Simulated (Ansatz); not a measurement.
Species: CH₆FSi₂ (charge 0, doublet). It need not be the lowest isomer of its formula. 
Coordinates optimised at B3LYP-D3(BJ)/def2-TZVP (Ansatz, a program for electronic structure):
SMILES: F[SiH]C[SiH3]
```xyz
10

F      1.5812    -0.8740    -0.8581
Si     1.2706     0.5313    -0.1240
C     -0.2528     0.3106     0.9395
Si    -1.8380    -0.1600     0.0407
H      2.4777     0.8551     0.6912
H     -0.4187     1.2510     1.4752
H     -0.0264    -0.4540     1.6922
H     -1.6748    -1.4616    -0.6439
H     -2.9599    -0.2625     1.0041
H     -2.1686     0.8757    -0.9663
```
Charge 0, spin multiplicity 2.

Wanted: atomisation energy (electronic, to ground-state atoms), in eV. Correlated levels leave the core frozen unless marked. UHF or UKS for open shells. No spin-orbit coupling. Non-relativistic unless marked X2C. The coupled-cluster limit lacks core correlation, which all-electron functionals hold. CBS(X,Y): correlation extrapolated as X^-3; Hartree-Fock from the larger set.

| level | program | atomisation energy (eV) |
|---|---|---|
| PBE-D4/def2-TZVPD | Ansatz + dftd4 | ? |
| r2SCAN-D3(BJ)/def2-TZVPD | Ansatz + dftd3 | 34.77 |
| B97M-V/def2-TZVPD | Ansatz | 34.69 |
| BHLYP/def2-TZVPD | Ansatz | 33.75 |
| r2SCANh-D4/def2-TZVPD | Ansatz + dftd4 | 34.62 |
| HSE06/def2-TZVPD | Ansatz | ? |
| SCS-MP2/STO-3G | Ansatz | 36.31 |
| SCS-MP2/aug-cc-pV(T+d)Z | Ansatz | 34.31 |
| SCS-MP2/aug-cc-pV(Q+d)Z | Ansatz | 34.84 |
| CCSD/6-31G | Ansatz | 27.45 |
| CCSD/6-31G* | Ansatz | 30.71 |
| CCSD/cc-pV(T+d)Z | Ansatz | ? |
| CCSD/aug-cc-pV(Q+d)Z | Ansatz | ? |
| X2C-CCSD(T)/cc-pVTZ-DK | Ansatz | 33.49 |
| CCSD(T)/CBS(aug-cc-pV(T+d)Z,aug-cc-pV(Q+d)Z) | Ansatz | 34.75 |

**Question.** Complete the blanks.

**Answer.** 
- PBE-D4/def2-TZVPD, atomisation energy (eV): 34.67
- HSE06/def2-TZVPD, atomisation energy (eV): 34.24
- CCSD/cc-pV(T+d)Z, atomisation energy (eV): 33.39
- CCSD/aug-cc-pV(Q+d)Z, atomisation energy (eV): 34.08
